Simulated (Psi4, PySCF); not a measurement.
Input for PySCF:
```python
from pyscf import gto, scf, dft

mol = gto.M(
    atom='''
O     0.44102955    1.19748662    0.47680953
C     0.16163575    0.06201656    0.02088216
N     0.95199448   -0.88773121   -0.38661403
C    -1.33545762   -0.32173137   -0.09676049
H    -1.85084567    0.40012995   -0.73220856
H    -1.43095332   -1.31866720   -0.52101978
H    -1.79883849   -0.29696355    0.89081905
H     1.93137104   -0.59198498   -0.29049862
''',
    basis='cc-pvdz',
    charge=-1,
    verbose=3,
)

mf = dft.RKS(mol)
mf.xc = 'wb97x_v'
mf.grids.atom_grid = (99, 590)
mf.grids.prune = None
mf.kernel()
```

Task: Give the equivalent Psi4 input.

Result: This is not unique; one that fits is 
```
memory 2 GB

molecule {
-1 1
  O     0.44102955    1.19748662    0.47680953
  C     0.16163575    0.06201656    0.02088216
  N     0.95199448   -0.88773121   -0.38661403
  C    -1.33545762   -0.32173137   -0.09676049
  H    -1.85084567    0.40012995   -0.73220856
  H    -1.43095332   -1.31866720   -0.52101978
  H    -1.79883849   -0.29696355    0.89081905
  H     1.93137104   -0.59198498   -0.29049862
}

set basis cc-pvdz
set scf_type pk
set puream true
set d_convergence 1e-8
set dft_radial_points 99
set dft_spherical_points 590

energy('wb97x-v')
print_variables()
```

Both were run: PySCF gave -208.547825 Eh and Psi4 -208.547827 Eh, 0.002 mEh apart.
